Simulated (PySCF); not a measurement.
A structure optimised at B3LYP-D3(BJ)/def2-TZVP, used in a PySCF frequency run:

```
Zn
Cl 1 2.0984
Cl 1 2.0984 2 180.00
```
Charge 0, spin multiplicity 1.

Question: Write its SMILES, formula and point group.

Answer: [Cl][Zn][Cl], Cl2Zn, D∞h

Question: What are its rotational constants (standard atomic weights)?

Answer: 1.6188 GHz (linear rotor, B only)
